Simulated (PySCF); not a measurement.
# Reading the logs of faulty runs: AlBH3NO

Calculated results; nothing here was measured. The program is PySCF 2.14.0, an open-source quantum chemistry code, run on an isolated molecule that a program drew, which may never have been made. The molecule is AlBH3NO (charge 0, singlet), drawn as the SMILES string `NB[O][Al]`.

Each row is a Hartree-Fock (HF) and frozen-core CCSD(T) single point in the cc-pV(D+d)Z basis, meant for a local HF minimum. Run 1 is clean. Each other run has one planted mistake out of seven kinds, and not every kind appears here: one electron removed, one electron added, multiplicity raised by two, geometry at a saddle point, minimal basis STO-3G, one bond length entered in bohr, all coordinates scaled. The reference is restricted for singlets and unrestricted otherwise, and also for a bond in bohr. Adding or removing an electron swaps singlet and doublet. Electrons count all cores. HOMO and LUMO are orbital energies over both spins, the gradient is its largest component, and the lowest frequency (negative if imaginary) is given only where the gradient is small. Bond lengths are over the 6 bonds as drawn. T1 is the CCSD diagnostic: over 0.02 (restricted) or 0.045 (unrestricted) a single reference is doubtful.

Geometry of the clean run:
```xyz
7
AlBH3NO, angstrom
N    -1.9754    1.6255    0.6292
B    -0.8724    1.8265   -0.2104
O     0.3523    1.3078    0.0970
Al    1.9681    0.8091    0.1915
H    -2.8801    1.9929    0.4283
H    -1.9195    1.1019    1.4781
H    -1.0275    2.4720   -1.2180
```

| run | electrons | basis functions | <S^2> | HOMO (eV) | LUMO (eV) | gradient (hartree/bohr) | lowest frequency (cm^-1) | mean bond (Å) | longest bond (Å) | T1 | HF (hartree) | CCSD(T) (hartree) | mistake |
|---|---|---|---|---|---|---|---|---|---|---|---|---|---|
| 1 | 36 | 80 | 0.000 | -8.58 | 1.71 | 9.5e-06 | 82 | 1.2770 | 1.694 | 0.0164 | -397.81716 | -398.34475 | no fault |
| 2 | 36 | 80 | 1.014 | -6.68 | 1.61 | 3.3e-02 | - | 1.4847 | 2.647 | 0.0199 | -397.61934 | -398.11064 | one bond length entered in bohr |
| 3 | 36 | 80 | 0.000 | -8.94 | 1.50 | 6.0e-02 | - | 1.3843 | 1.836 | 0.0200 | -397.77380 | -398.31642 | all coordinates scaled |
| 4 | 36 | 80 | 2.002 | -6.00 | -0.16 | 7.2e-03 | - | 1.2770 | 1.694 | 0.0175 | -397.73100 | -398.22662 | multiplicity raised by two |
| 5 | 36 | 27 | 0.000 | -5.05 | 9.76 | 6.6e-02 | - | 1.2770 | 1.694 | 0.0197 | -392.81950 | -393.01359 | minimal basis STO-3G |
| 6 | 37 | 80 | 0.775 | 0.86 | 6.73 | 6.5e-02 | - | 1.2770 | 1.694 | 0.0196 | -397.76962 | -398.30398 | ? |

**Which mistake was planted in run 6, and what did it cost?**

It counts 37 electrons, one more than the clean run, at the same geometry and basis. So the mistake is: one electron added. Subtracting run 1 and multiplying by 627.51 kcal/mol a hartree, the energy moved by 29.8 kcal/mol in HF and 25.6 kcal/mol in CCSD(T).

Cautions from the logs. Run 6: the HOMO is above zero, so the electron isn't bound and the energy depends on the basis.
